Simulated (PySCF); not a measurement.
C₃H₇O (SMILES [CH2-]COC), charge -1, singlet, geometry from GFN2-xTB (in this run its highest filled SCF level lies above zero, so its values depend strongly on the basis, on diffuse functions most of all). Base run: B3LYP/cc-pVDZ in PySCF.

Here is a job for PySCF.
```python
from pyscf import gto, scf, dft

mol = gto.M(
    atom='''
O    -0.02364204   -0.72791359   -0.02410158
C    -0.11695116    0.72309764    0.02353500
C     1.27997189   -1.17584587   -0.05346219
C    -1.53793975    1.16403974   -0.03994654
H     0.53282928    1.00119920    0.93898760
H     0.44859738    1.10785920   -0.85183032
H     1.26753791   -2.27032695   -0.05197351
H     1.82097837   -0.82845799   -0.95497355
H     1.85749247   -0.82621646    0.82524896
H    -1.97405394    1.11319354    0.99190016
H    -1.51473106    2.25830906   -0.28530416
''',
    basis='cc-pvdz',
    charge=-1,
    verbose=4,
)

mf = dft.RKS(mol)
mf.xc = 'b3lyp'
mf.kernel()
mf.analyze()
```

The base run was repeated with changes; each row names its change, and settings that it needs were set with it.

```tsv
change	ΔE vs base (mEh)	fitting functions
base	0.000	-
auxbasis = cc-pvtz-ri	-0.283	534
auxbasis = cc-pvqz-jkfit	-0.028	781
auxbasis = default (with mf = mf.density_fit())	-0.099	441
auxbasis = def2-svp-ri	-9.315	290
auxbasis = def2-tzvp-ri	-0.249	409
auxbasis = even-tempered beta=3.0	-0.501	436
auxbasis = even-tempered beta=2.0	-0.012	648
auxbasis = autoaux	-0.013	619
only_dfj = on; auxbasis = def2-universal-jfit	-0.305	273
```

A fitting set is made for a task (jfit for Coulomb, jkfit for Coulomb and exchange, ri for correlation) and for a family of orbital bases.
